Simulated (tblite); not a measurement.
Parent: `[CH3:1][O:2][Si@H:3]([OH:4])[n:5]1[cH:6][cH:7][cH:8][cH:9]1` with C1–O2–Si3–O4 -54°, O2–Si3–O4–H -163°, O2–Si3–N5–C6 -12°, C5H9NO2Si.

Computed geometry: GFN2-xTB, gas phase. One conformer each, not checked by frequencies here.

```json
{"coordinate of the parent": "C1–O2", "value": "1.398 Å"}
{"coordinate of the parent": "O2–Si3", "value": "1.608 Å"}
{"coordinate of the parent": "Si3–O4", "value": "1.625 Å"}
{"coordinate of the parent": "Si3–N5", "value": "1.742 Å"}
{"coordinate of the parent": "N5–C6", "value": "1.368 Å"}
{"coordinate of the parent": "C6–C7", "value": "1.361 Å"}
{"coordinate of the parent": "C7–C8", "value": "1.415 Å"}
{"coordinate of the parent": "C8–C9", "value": "1.361 Å"}
{"coordinate of the parent": "N5–C9", "value": "1.369 Å"}
{"coordinate of the parent": "C1–O2–Si3", "value": "127.8°"}
{"coordinate of the parent": "O2–Si3–O4", "value": "109.2°"}
{"coordinate of the parent": "O2–Si3–N5", "value": "103.2°"}
{"coordinate of the parent": "O4–Si3–N5", "value": "112.0°"}
{"coordinate of the parent": "Si3–N5–C6", "value": "128.4°"}
{"coordinate of the parent": "Si3–N5–C9", "value": "124.3°"}
{"coordinate of the parent": "C6–N5–C9", "value": "107.2°"}
{"coordinate of the parent": "N5–C6–C7", "value": "109.5°"}
{"coordinate of the parent": "C6–C7–C8", "value": "106.9°"}
{"coordinate of the parent": "C7–C8–C9", "value": "106.7°"}
{"coordinate of the parent": "N5–C9–C8", "value": "109.7°"}
```

**Question.** In one relative the bonds that all share with the parent change as follows (parent's numbers): C1–O2 +0.002, O2–Si3 +0.016, Si3–O4 -0.009, Si3–N5 +0.006, N5–C6 +0.013, C6–C7 +0.005, C7–C8 +0.005, C8–C9 +0.001, N5–C9 -0.003 Å. Which is it?
A. `[CH3:1][O:2][Si@@H:3]([OH:4])[n:5]1[cH:6][cH:7][c:8]([NH2:9])[cH:10]1` with C1–O2–Si3–O4 -174°, O2–Si3–O4–H -8°, O2–Si3–N5–C6 145°
B. `[CH3:1][CH2:2][O:3][Si@@H:4]([OH:5])[n:6]1[cH:7][cH:8][cH:9][cH:10]1` with C1–C2–O3–Si4 -172°, C2–O3–Si4–O5 52°, O3–Si4–O5–H 163°, O3–Si4–N6–C7 16°

**Answer.** A. The changes in all of them (Å):

```json
{"SMILES": "CO[Si@@H](O)n1ccc(N)c1", "C1–O2": "+0.002", "O2–Si3": "+0.016", "Si3–O4": "-0.009", "Si3–N5": "+0.006", "N5–C6": "+0.013", "C6–C7": "+0.005", "C7–C8": "+0.005", "C8–C9": "+0.001", "N5–C9": "-0.003"}
{"SMILES": "CCO[Si@@H](O)n1cccc1", "C1–O2": "+0.006", "O2–Si3": "-0.004", "Si3–O4": "0.000", "Si3–N5": "0.000", "N5–C6": "0.000", "C6–C7": "0.000", "C7–C8": "0.000", "C8–C9": "0.000", "N5–C9": "-0.001"}
```

Atoms are paired thus: CO[Si@@H](O)n1ccc(N)c1: C1 = C1, O2 = O2, Si3 = Si3, O4 = O4, N5 = N5, C6 = C10, C7 = C8, C8 = C7, C9 = C6; CCO[Si@@H](O)n1cccc1: C1 = C2, O2 = O3, Si3 = Si4, O4 = O5, N5 = N6, C6 = C7, C7 = C8, C8 = C9, C9 = C10.
